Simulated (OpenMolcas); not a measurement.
**Ionisation energies of calcium**

| Item | Value |
| --- | --- |
| Program | OpenMolcas 26.06 |
| Basis | ANO-RCC-VTZP [6s5p2d1f] |
| Scalar Hamiltonian | DKH2, point nucleus |
| Spin-orbit coupling | RASSI with atomic mean-field integrals over the reference wave functions, term energies averaged over their components |

Active shells in each charge state: the valence s, p, d shells, with orbitals averaged over the low states. Where CASPT2's correlated closed shells are named, they are those of the first ion.

A. CASSCF
B. SS-CASPT2, IPEA 0.25 Eh, imaginary shift 0.1 Eh (closed shells correlated: 3s 3p)
C. SS-CASPT2, IPEA 0 Eh, imaginary shift 0.1 Eh (closed shells correlated: 3s 3p)
D. SS-CASPT2, IPEA 0.25 Eh, imaginary shift 0.1 Eh (closed shells correlated: 2s 2p 3s 3p)
E. SS-CASPT2, IPEA 0.25 Eh, imaginary shift 0.1 Eh (closed shells correlated: none)

Energies in eV between the lowest computed levels, named as in B; reference values from the NIST Atomic Spectra Database with their kind.

| From | To | A | B | C | D | E | Spin-orbit share in B | Reference |
| --- | --- | --- | --- | --- | --- | --- | --- | --- |
| Ca 4s2 1S0 | Ca+ 4s 2S 1/2 | 5.844 | 5.944 | 5.937 | 5.943 | 5.911 | +0.000 | 6.113 (measured) |
| Ca+ 4s 2S 1/2 | Ca2+ 3p6 1S0 | 11.305 | 11.717 | 11.749 | 11.721 | 11.305 | +0.000 | 11.872 (measured) |

Error against the reference values, in %:

| From | Reference | A | B | C | D | E |
| --- | --- | --- | --- | --- | --- | --- |
| Ca | measured | -4.4 | -2.8 | -2.9 | -2.8 | -3.3 |
| Ca+ | measured | -4.8 | -1.3 | -1.0 | -1.3 | -4.8 |

Mean absolute error over the 2 measured values: A 0.42 eV, B 0.16 eV, C 0.15 eV, D 0.16 eV, E 0.38 eV.

The lowest level within the active space need not be the ion's true ground level.
